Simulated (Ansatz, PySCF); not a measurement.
This Ansatz (a quantum-chemistry and plane-wave program) input computes a CCSD(T)/cc-pVDZ energy:

Ansatz 0.2 input:
```yaml
crystal:
  periodic: [false, false, false]
  atoms:
    - {symbol: B, position_ang: [-0.00000000, -0.00000000, -0.20072794]}
    - {symbol: H, position_ang: [0.00000000, 0.00000000, 1.00363971]}
basis:
  gaussian:
    orbitals: cc-pVDZ
total_charge: 1
magnetization: {spin_polarized: true, initial_magnetization: 1}
correlation: {method: ccsd_t, electrons: outside_noble_gas}
```

Task: Write an input for the same energy in PySCF and say what it gives.

Result: 
```python
from pyscf import gto, scf, mp, cc as ccmod

mol = gto.M(
    atom='''
    B    -0.00000000   -0.00000000   -0.20072794
    H     0.00000000    0.00000000    1.00363971
    ''',
    basis='cc-pvdz',
    charge=1,
    spin=1,
    symmetry='C2v',
    verbose=4,
)

mf = scf.UHF(mol)
mf.conv_tol = 1e-10
mf.max_cycle = 100
mf.kernel()
mp2 = mp.MP2(mf, frozen=1).run()
cc = ccmod.CCSD(mf, frozen=1)
cc.max_cycle = 100
cc.kernel()
et = cc.ccsd_t()
print(f'E(CCSD(T)) = {cc.e_tot + et:.9f}')
```
It gives -24.86160 Eh, and Ansatz -24.86160 Eh, a difference of 0.00 mEh.
